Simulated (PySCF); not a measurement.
C5H5N, SMILES C#CC(N)=C=C. Atoms are numbered in the order given.

```xyz
11

C     -1.4957     1.8140     0.8570
C     -0.8909     0.8468     0.4432
C     -0.1953    -0.3213    -0.0202
N     -0.9691    -1.4941    -0.1443
C      1.0894    -0.2309    -0.3488
C      2.3377    -0.1285    -0.7253
H     -2.0221     2.6784     1.2148
H     -1.6397    -1.6076     0.6116
H     -0.4087    -2.3326    -0.2668
H      2.6133     0.0859    -1.7675
H      3.1698    -0.2454    -0.0173
```
Charge 0, spin multiplicity 1.

Geometry optimised at B3LYP-D3(BJ)/def2-SVP. The structure was generated by enumeration, and PubChem lists no compound with its InChIKey, so it may never have been made. One conformer was computed; it need not be the lowest.

Two levels are set side by side: PBE/pcSseg-1 (PySCF) and B3LYP/pcSseg-1 (PySCF). GIAO shifts against NH3 (¹⁵N), TMS (¹H), TMS (¹³C) at the same level; non-relativistic, no solvent, atoms listed together averaged. Differences are taken from unrounded values.

| quantity | B3LYP | PBE | PBE minus B3LYP |
|---|---|---|---|
| δ(¹³C) of C1 (ppm) | 91.4 | 91.4 | 0.0 |
| δ(¹³C) of C2 (ppm) | 80.9 | 82.9 | 2.0 |
| δ(¹³C) of C3 (ppm) | 110.1 | 108.0 | -2.0 |
| δ(¹⁵N) of N4 (ppm) | 64.9 | 68.1 | 3.2 |
| δ(¹³C) of C5 (ppm) | 232.3 | 227.8 | -4.5 |
| δ(¹³C) of C6 (ppm) | 92.5 | 92.7 | 0.2 |
| δ(¹H) of H7 (ppm) | 3.44 | 3.44 | 0.00 |
| δ(¹H) of H8, H9 (ppm) | 1.88 | 1.82 | -0.06 |
| δ(¹H) of H10, H11 (ppm) | 5.94 | 6.06 | 0.12 |

Rough cost on one machine, each run with all the roots and properties that it gave: B3LYP against PBE within a factor of 2.
